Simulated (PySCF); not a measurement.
C2H6BeSe, SMILES C[CH2][Be][SeH]. Heavy atoms are numbered as in [Be:1]([CH2:2][CH3:3])[SeH:9]. Hydrogens are named by the atom that carries them.

The structure is a stationary point at TPSSh-D3(BJ)/def2-SVP. The structure was generated by enumeration; whether it is a known compound was not checked. One conformer was computed; it need not be the lowest.

These are ωB97X/def2-TZVP (PySCF) values and carry that method's errors.

ESP charges are fitted to the potential on shells at 1.4 to 2.0 van der Waals radii. Atomic charges (e), one atom of each kind:

| atom | Löwdin | ESP fit |
|---|---|---|
| Be1 | -0.10 | 0.28 |
| C2 (CH2) | -0.44 | 0.10 |
| C3 (CH3) | ? | -0.23 |
| H on C2 | ? | -0.06 |
| H on C3 | 0.12 | 0.05 |
| Se9 (SeH) | 0.16 | -0.33 |
| H on Se9 | ? | 0.12 |

Question: What belongs in the gaps? (Estimate from the structure and the level; the computed values follow.)

Answer: 
- C3 (CH3), Löwdin: -0.33
- H on C2, Löwdin: 0.15
- H on Se9, Löwdin: 0.07
